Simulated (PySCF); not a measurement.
Input of a run (PBE0-D3(BJ)/def2-SVP geometry optimisation, gas phase, def2 core potentials past Kr (PySCF 2.14.0)), started from GFN2-xTB:
```
{"job": {"xc": "PBE0", "basis": "def2-SVP", "d3": "d3bj", "grid": 1, "maxiter": 30, "shake": 0.01, "kind": "geom"}, "charge": 0, "multiplicity": 1}
Cl    -0.581910    -0.855840     1.770190
Si    -0.116170     0.009460     0.010440
Cl    -0.538410     1.976620     0.026660
Cl    -1.038580    -0.887050    -1.504310
I      2.308640    -0.277160    -0.340870
```

Output (energies in Eh, forces in Eh/bohr):
```
step   0  E = -1966.90741939  max force = 0.031076
step   1  E = -1966.90994215  max force = 0.006206
step   2  E = -1966.91024312  max force = 0.004477
step   3  E = -1966.91029634  max force = 0.000496
step   4  E = -1966.91029893  max force = 0.000156
optimisation converged
```

Summarise the run.

The energy falls by 0.078 eV over 5 energy and gradient evaluations, the largest force component goes from 0.0311 to 1.6e-04 Eh/bohr, and the atoms move by 0.037 Å rms after alignment. The bond that changes most is Si2–Cl4 (chlorine-bound silicon to silicon-bound chlorine), which lengthens by 0.053 Å. Bonds longer at the end by more than 0.005 Å: 3 of 4; shorter: 1. Among the angles that change most is Cl4–Si2–I5, from 107.2° to 110.0°. The energy never rose by more than 1e-6 Eh on the way. The first step brought 88 % of the lowering.

What are the final bond lengths?

Cl1–Si2 2.041 Å, Si2–Cl3 2.040 Å, Si2–Cl4 2.040 Å, Si2–I5 2.416 Å. Numbering counts from 1 in the input's order; the species is `Cl[Si](Cl)(Cl)I`.

The run used 98 basis functions and 35 SCF cycles in all. Time: 25 s wall; peak memory 0.43 GiB. Hardware: Arm Neoverse V1, one thread (shared host).

No PBE0-D3(BJ)/def2-SVP frequencies stand behind this structure, so it isn't proved a minimum.
